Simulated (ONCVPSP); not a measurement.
# Au: one change to an ONCV potential, before and after

ONCVPSP 4.0.1 input, shortened (lines: element, Z, core and valence counts, functional; n l f; lmax; l rc ep ncon nbas qcut; lloc lpopt rc5 dvloc0; l nproj debl; icmod fcfact rcfact), PBE, fully relativistic:

```
  Au 79.00   10    3        4      upf
    1    0    2.00
    2    0    2.00
    2    1    6.00
    3    0    2.00
    3    1    6.00
    3    2   10.00
    4    0    2.00
    4    1    6.00
    4    2   10.00
    4    3   14.00
    5    0    2.00
    5    1    6.00
    5    2   10.00
    2
    0    1.05    0.00    4    8    6.40
    1    1.65    0.00    4    8    8.10
    2    2.10    0.00    5    9    6.10
    4    5    0.85   -1.00
    0    2    1.50
    1    2    4.00
    2    2    3.80
    2    0.60    1.10
```

Open shells are filled in proportion to 2j + 1.

In the s channel the program set the typed energies aside and used -4.285, 0.250 Ha.

All-electron outer shells of the reference configuration (PBE, scalar-relativistic, ld1.x):

```tsv
shell	level (eV)	outermost node (bohr)	outermost maximum (bohr)
4f	-89.58	–	0.37
5p	-68.34	0.52	0.96
5d	-15.33	0.56	1.21
```

Change: d: ncon 3, nbas 7.

Cutoffs: the cutoffs (Ha) at which the residual kinetic energy of the hardest occupied pseudo-wave falls to 1 and 0.1 mHa per electron; they do not see the model core or the augmentation charge, which bear on the density cutoff. Errors are all-electron minus pseudo energies relative to the spin-unpolarised reference configuration.

Q: What does the change do?

A: The potential gets neither clearly harder nor softer (151 Ha and 176 Ha → 151 Ha and 176 Ha); the bound ghosts move from d, s to s; of the 4 tests that both files solve, the error grows in 3 and shrinks in 0 by more than 15 % and 0.3 meV (median size 1.9 → 4.0 meV).

| quantity | base | changed |
| --- | --- | --- |
| cutoff, loose | 151 Ha | 151 Ha |
| cutoff, tight | 176 Ha | 176 Ha |
| loose cutoff by channel | s 151 Ha, p 18 Ha, d 17 Ha | s 151 Ha, p 18 Ha, d 15 Ha |
| bound ghosts | d5/2, s | s |
| GHOST(+) flags under 300 eV | d3/2 at 132.4 eV, p3/2 at 161.3 eV, p1/2 at 214.2 eV | p3/2 at 161.3 eV, d5/2 at 199.1 eV, p1/2 at 214.2 eV, d3/2 at 223.9 eV |
| error for 5s2 5p6 5d10 6s1, meV [ΔE -9.43 eV] | +0.3 | +1.0 |
| error for 5s2 5p6 5d9, meV [ΔE 21.23 eV] | +2.6 | +6.6 |
| error for 5s2 5p6 5d8, meV [ΔE 55.11 eV] | +18 | +49 |
| error for 5s2 5p6 5d10 6p1, meV [ΔE -4.23 eV] | +1.1 | +1.3 |
| s: phases at 1.07 bohr within 0.05 rad from the reference energy up to (Ha; the scan ends near 5) | -2.3 | -2.3 |
| p3/2: phases at 1.67 bohr within 0.05 rad from the reference energy up to (Ha; the scan ends near 5) | to the end of the scan | to the end of the scan |
| p1/2: phases at 1.67 bohr within 0.05 rad from the reference energy up to (Ha; the scan ends near 5) | to the end of the scan | to the end of the scan |
| d5/2: phases at 2.14 bohr within 0.05 rad from the reference energy up to (Ha; the scan ends near 5) | to the end of the scan | to the end of the scan |
| d3/2: phases at 2.14 bohr within 0.05 rad from the reference energy up to (Ha; the scan ends near 5) | 4.8 | to the end of the scan |
| rms error of d²Exc/dni dnj with the model core, mHa | 4.34 | 4.36 |

 A true bound ghost makes a file unfit for plane-wave use even where its test errors are small: the radial tests pick states by their node count and pass the ghost by.
